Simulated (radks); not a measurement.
Values are calculated unless marked as measured or tabulated.
Task: Species: P II. Configuration: [Ne] 3s2 3p2 (the NIST ground configuration). Level of theory: non-relativistic Kohn-Sham, LDA (Slater exchange, Perdew-Wang correlation), spin-unpolarised, spherical densities, point nucleus; hard spherical wall at 20 bohr (a radial shooting solver on a logarithmic mesh with Libxc functionals). Some entries of the table are withheld. Estimate them.

| orbital | occ. | eigenvalue (Ry) | <r^2> (bohr^2) |
|---|---|---|---|
| 1s | 2 | -152.9210 | (1) |
| 2s | 2 | (2) | 0.3272 |
| 2p | 6 | -9.93538 | 0.2972 |
| 3s | 2 | -1.70796 | (3) |
| 3p | 2 | (4) | (5) |
| 4s | 0 | -0.35850 | 29.06 |
| 3d | 0 | -0.28907 | 16.81 |
| 4p | 0 | -0.22919 | (6) |

Result: 
(1) 1s <r^2> (bohr^2): 0.01463
(2) 2s eigenvalue (Ry): -13.43912
(3) 3s <r^2> (bohr^2): 3.841
(4) 3p eigenvalue (Ry): -1.05195
(5) 3p <r^2> (bohr^2): 5.354
(6) 4p <r^2> (bohr^2): 46.87
